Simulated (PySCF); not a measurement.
# Dipole response of Bi⁻ (bismuth, charge -1)

[Xe] 4f14 5d10 6s2 6p4, high-spin 3P determinant. Calculation: PySCF 2.14, in aug-cc-pVTZ-DK3 (9s8p6d3f, 84 functions); scalar relativity by spin-free X2C-1e. Coupled (time-dependent) response in atomic units; α is the mean over directions.

```csv
method,mean α (bohr³),"α xx, yy, zz",C₆ (like pair),S(−4)
UHF,127.9,"103.1, 177.3, 103.1",2224,6875
```

S(−4) is the Cauchy moment in α(ω) = α(0) + S(−4) ω² + …

Spin-orbit coupling is absent.

α(iu) at UHF:

```json
{"u (hartree)": "0", "α(iu) (bohr³)": "127.9"}
{"u (hartree)": "0.0500", "α(iu) (bohr³)": "114.4"}
{"u (hartree)": "0.100", "α(iu) (bohr³)": "92.03"}
{"u (hartree)": "0.200", "α(iu) (bohr³)": "57.78"}
{"u (hartree)": "0.300", "α(iu) (bohr³)": "38.14"}
{"u (hartree)": "0.500", "α(iu) (bohr³)": "20.01"}
{"u (hartree)": "0.750", "α(iu) (bohr³)": "11.34"}
{"u (hartree)": "1.00", "α(iu) (bohr³)": "7.484"}
{"u (hartree)": "1.50", "α(iu) (bohr³)": "4.139"}
{"u (hartree)": "2.00", "α(iu) (bohr³)": "2.690"}
{"u (hartree)": "3.00", "α(iu) (bohr³)": "1.417"}
{"u (hartree)": "5.00", "α(iu) (bohr³)": "0.5870"}
```

A single London oscillator, α(iu) = α/(1 + u²/ω²), gives C₆ = (3/4) ω α². Matching the computed C₆ needs ω = 4 × 2224 / (3 × 127.9²) = 0.181 hartree.

For an ion, C₆ is the dispersion term alone; charge-induced terms of lower order in 1/R come first.

The components differ because the open shell of this determinant is not spherical; for a pure term their mean is the scalar polarisability.

Spin-orbit coupling is strong in this species (close to jj coupling), so the high-spin LS determinant is a model state, not a physical level.
